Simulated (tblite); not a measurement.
C3H7BO2P (doublet state).
Atom-mapped SMILES: `[OH:1][B:2]([PH2:3])[O:4][C@@H:5]1[CH:6][CH2:7]1` (hydrogens: H8 on O1; H9, H10 on P3; H11 on C5; H12 on C6; H13, H14 on C7)

Computed with GFN2-xTB (tblite), gas phase: L-BFGS steps from a force-field or distance-geometry start until the largest atomic force falls under 0.01 eV/Å.

Step 39: E = -593.8771 eV
```
atom  x, y, z in Å  |  force x, y, z in eV/Å
O1      2.3290   -1.4626    0.3149    0.000  -0.023  -0.022
B2      1.4169   -0.4862    0.4712   -0.002   0.060  -0.008
P3      2.1095    1.2855    0.8492    0.011  -0.040   0.009
O4      0.1107   -0.7983    0.3842   -0.010  -0.065   0.021
C5     -0.9427    0.0926    0.6381   -0.005  -0.015   0.038
C6     -2.2771   -0.4423    0.8438    0.029   0.005   0.016
C7     -2.0289    0.2598   -0.4069   -0.051  -0.044  -0.014
H8      1.9714   -2.3387    0.1560    0.018  -0.010   0.003
H9      1.8911    1.7680   -0.4327    0.013  -0.007   0.043
H10     3.4190    0.9379    0.5847   -0.042   0.042  -0.026
H11    -0.5980    0.9752    1.1874   -0.006   0.007   0.006
H12    -3.0095   -0.6978    1.5687    0.043   0.100  -0.035
H13    -1.9552   -0.3428   -1.3051    0.020   0.028  -0.058
H14    -2.4368    1.2493   -0.5956   -0.018  -0.037   0.027
```

Step 40: E = -593.8783 eV
```
atom  x, y, z in Å  |  force x, y, z in eV/Å
O1      2.3291   -1.4623    0.3190    0.024  -0.011  -0.030
B2      1.4173   -0.4856    0.4727   -0.008   0.058  -0.003
P3      2.1096    1.2876    0.8532   -0.010  -0.082   0.006
O4      0.1119   -0.7994    0.3790    0.007  -0.052   0.008
C5     -0.9414    0.0896    0.6336   -0.035  -0.021   0.078
C6     -2.2746   -0.4497    0.8414    0.004   0.027  -0.003
C7     -2.0304    0.2586   -0.4081   -0.009  -0.051   0.004
H8      1.9729   -2.3374    0.1520    0.011  -0.014   0.010
H9      1.8848    1.7694   -0.4275    0.012   0.001   0.036
H10     3.4152    0.9350    0.5798   -0.019   0.052  -0.023
H11    -0.5992    0.9697    1.1885   -0.003   0.014   0.003
H12    -3.0093   -0.6805    1.5735    0.054   0.108  -0.039
H13    -1.9509   -0.3458   -1.3046   -0.001   0.053  -0.068
H14    -2.4356    1.2504   -0.5945   -0.026  -0.080   0.023
```

Problem. Estimate the geometry and energy of step 41. (The exact step hangs on the optimiser's Hessian estimate; all steps are aligned on step 40, rigid shifts and turns removed.)

Solution. E = -593.8800 eV, largest force 0.126 eV/Å
```
atom  x, y, z in Å  |  force x, y, z in eV/Å
O1      2.3293   -1.4622    0.3246    0.057   0.021  -0.038
B2      1.4180   -0.4842    0.4737   -0.014   0.018   0.001
P3      2.1094    1.2887    0.8583   -0.038  -0.108   0.006
O4      0.1138   -0.8014    0.3716    0.014  -0.020  -0.001
C5     -0.9400    0.0851    0.6284   -0.041  -0.020   0.100
C6     -2.2711   -0.4590    0.8379   -0.048   0.028  -0.003
C7     -2.0330    0.2562   -0.4097    0.059  -0.049   0.012
H8      1.9751   -2.3359    0.1488   -0.003  -0.027   0.014
H9      1.8778    1.7708   -0.4202    0.004   0.015   0.022
H10     3.4097    0.9328    0.5731    0.023   0.054  -0.017
H11    -0.6005    0.9621    1.1894    0.000   0.018   0.000
H12    -3.0071   -0.6566    1.5791    0.054   0.109  -0.034
H13    -1.9465   -0.3474   -1.3059   -0.023   0.071  -0.076
H14    -2.4355    1.2504   -0.5912   -0.041  -0.111   0.013
```

The energy changes by -0.0017 eV. The first-order estimate −F·Δx gives -0.0022 eV and the mean of the old and new forces, exact on a quadratic surface, -0.0017 eV. The step makes an angle of 75° with the force vector and moves no atom by more than 0.025 Å.

What follows is the cost of the whole relaxation. Hardware: one thread of an Arm Neoverse V1 (shared host). Cost: 0.51 s wall.
